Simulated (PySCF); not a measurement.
Potassium: a sound run and one with changed settings

Sound run: K [Ar] 4s1, K⁺ [Ar]. Calculation: PySCF 2.14, in aug-cc-pVDZ-X2C; scalar relativity by spin-free X2C-1e. The sound run starts from symmetry-adapted Hartree-Fock orbitals and uses a fine grid where one is needed.

Changed run: initial guess sap, at most 50 SCF cycles.

| species | method | sound run (hartree) | changed run (hartree) | converged |
| --- | --- | --- | --- | --- |
| K | UHF | -601.45703 | -601.45703 | yes |
| K | BP86 | -602.28384 | -602.28384 | yes |
| K | M06-2X | -602.22909 | -602.22909 | yes |
| K⁺ | UHF | -601.30931 | -601.30931 | yes |
| K⁺ | BP86 | -602.11962 | -602.11962 | yes |
| K⁺ | M06-2X | -602.07168 | -602.07168 | yes |

Here the plain start reaches the same solutions.
